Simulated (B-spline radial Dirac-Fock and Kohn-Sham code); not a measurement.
# X-ray scattering factor of Pb²¹⁺

System: lead as Pb²¹⁺, [Kr] 4d10 4f13 5s2 (tabulated as the ground configuration, which this calculation does not bear out).

Calculated with a radial finite-basis atomic code, using Dirac-Fock densities. f₀ is the Fourier transform of the spherical electron density, S the Waller-Hartree incoherent function, and s = sin θ/λ. The electron scattering factor follows from the Mott-Bethe formula f_e = 0.023934 Å⁻¹·(Z − f₀)/s².

```
s (Å⁻¹)      f₀       S  f_e (Å)
      0  61.000   0.000        –
   0.09  60.515   0.442   63.484
   0.11  60.278   0.655   42.967
   0.14  59.838   1.044   27.063
   0.17  59.300   1.508   18.799
    0.2  58.670   2.040   13.959
   0.25  57.429   3.047    9.409
    0.3  55.975   4.164    6.921
   0.36  53.996   5.590    5.172
   0.44  51.058   7.549    3.825
   0.53  47.505   9.742    2.939
   0.64  43.056  12.349    2.276
   0.78  37.610  15.545    1.746
   0.95  31.760  19.210    1.332
   1.15  26.244  23.117    1.009
   1.39  21.494  27.221    0.750
   1.69  17.735  31.718    0.539
   2.04  15.107  36.257    0.385
   2.48  12.802  40.774    0.269
      3  10.416  44.588    0.190
   3.64   7.964  47.866    0.134
   4.41   6.075  50.694    0.093
   5.35   4.924  53.165    0.064
```

f₀ starts at the number of electrons, 61, and has fallen to half at s ≈ 1.00 Å⁻¹. The sum of ⟨r²⟩ over the electrons is 8.184 bohr². For an ion f_e diverges as s goes to zero, because of the net charge.
